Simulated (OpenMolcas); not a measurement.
Cu IV.

| Item | Value |
| --- | --- |
| Program | OpenMolcas |
| Basis | ANO-RCC-VQZP [7s6p4d3f2g1h] |
| Scalar Hamiltonian | DKH2, point nucleus |
| Active space | 8 electrons in 5 orbitals (3d) |
| State averaging | 2S+1 = 3 even, 10 roots; 2S+1 = 1 even, 15 roots |
| Spin-orbit coupling | RASSI with atomic mean-field integrals over the reference wave functions, term energies averaged over their components |

Two sets of levels on these reference wave functions, in cm-1 above 3d8 3F4: one from CASSCF and one from SS-CASPT2, IPEA 0.25 Eh, imaginary shift 0.1 Eh (closed shells correlated: 3s 3p).

```tsv
Level	Set 1	Set 2
3d8 3F4	0.0	0.0
3d8 3F3	1841	1837
3d8 3F2	3040	3080
3d8 1D2	15490	19590
3d8 3P2	19760	23770
3d8 3P1	20220	24220
3d8 3P0	20550	24570
3d8 1G4	26730	30380
3d8 1S0	61170	72990
```

Which set is which?

Set 1 is SS-CASPT2. Its levels of the other terms of 3d8 lie at 0.79 to 0.88 of the other set's values, as expected, since terms of lower spin or lower L gain more correlation energy than the Hund ground term. Against 8 measured levels (Sugar and Musgrove, J. Phys. Chem. Ref. Data 19, 527 (1990)) the mean absolute deviation is 200 cm-1 with it and 3800 cm-1 without; single levels miss by up to 760 cm-1 with it.

Term energies are means over components that CASPT2 splits; among the terms shown or strongly mixed into the levels shown the widest spread is 860 cm-1 (3d8 3F, SS-CASPT2). Without dynamic correlation excited terms often stand tens of per cent too high (terms of higher spin than the ground term too low), and those without a measured partner can miss by more than the paired ones (holds for CASSCF). Computed and measured levels are paired by configuration, term and J; levels that our copy of the source lacks, or whose pairing is in doubt (as where it misses far off the trend of its configuration), stay unpaired and out of the deviations. Only configurations of the active space appear.
